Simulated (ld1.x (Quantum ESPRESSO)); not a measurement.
chromium: from the effect back to the setting (RRKJ)

Base potential:

```json
{
  "Element": "Cr (Z = 24)",
  "Generator": "ld1.x (Quantum ESPRESSO) 7.5",
  "Type": "norm-conserving RRKJ (Kleinman–Bylander form)",
  "Functional": "PBE",
  "Relativity": "scalar-relativistic",
  "Frozen core": "[Ar]",
  "Valence charge": "6",
  "Reference configuration": "3d5 4s1 4p0",
  "Partial waves": "4p (bound, empty): rc 1.05 bohr; 3d (bound): rc 1.50 bohr; 4s (bound): rc 2.60 bohr",
  "Local potential": "the s channel",
  "Core correction": "Bessel-smoothed model core inside 1.00 bohr"
}
```

Cutoffs, loose and tight: the cutoffs (Ry, on a coarse ladder) from which the occupation-weighted sum of valence levels, in a spherical-Bessel basis at the reference potential, stays within 10 and 1 mRy of its value at 400 Ry. They do not see the model core or the augmentation charge, which bear on the density cutoff. Test errors are all-electron minus pseudo excitation energies from the reference, over the configurations 3d5 4s0 4p0; 3d4 4s0 4p0; 3d3 4s0 4p0; 3d4 4s2 4p0; 3d5 4s0.5 4p0; 3d6 4s0 4p0; 3d4 4s1 4p1; variants that change the core or the reference have their own tests. The largest error is taken over the tests solved by every variant that gives reliable tests at all, those not shown here included: 3d3 4s0 4p0; 3d4 4s0 4p0; 3d4 4s2 4p0; 3d5 4s0 4p0; 3d5 4s0.5 4p0; 3d6 4s0 4p0.

Only the scale of all radii but the core radius (base = 1) is moved (3 further runs of the sweep failed or gave no value and are left out):

```json
{"scale of all radii but the core radius (base = 1)": "0.75", "cutoff, loose": "120 Ry", "cutoff, tight": "140 Ry", "bound ghosts": "p", "largest test error (meV)": "-1522"}
{"scale of all radii but the core radius (base = 1)": "0.83", "cutoff, loose": "100 Ry", "cutoff, tight": "120 Ry", "bound ghosts": "p", "largest test error (meV)": "-1469"}
{"scale of all radii but the core radius (base = 1)": "0.95", "cutoff, loose": "80 Ry", "cutoff, tight": "110 Ry", "bound ghosts": "p", "largest test error (meV)": "-1378"}
{"scale of all radii but the core radius (base = 1)": "1.13", "cutoff, loose": "60 Ry", "cutoff, tight": "90 Ry", "bound ghosts": "p", "largest test error (meV)": "-1242"}
```

Task: One more run gave cutoff, loose: 70 Ry; cutoff, tight: 100 Ry; bound ghosts: p; largest test error (meV): -1322 over the solved tests; 1 of 7 tests not solved or not reliable. Which value of the scale of all radii but the core radius (base = 1) was used?

Result: 1.01. The loose cutoff moves one way along this sweep, from 120 Ry at 0.75 to 60 Ry at 1.13, which places the run between 0.95 and 1.13.
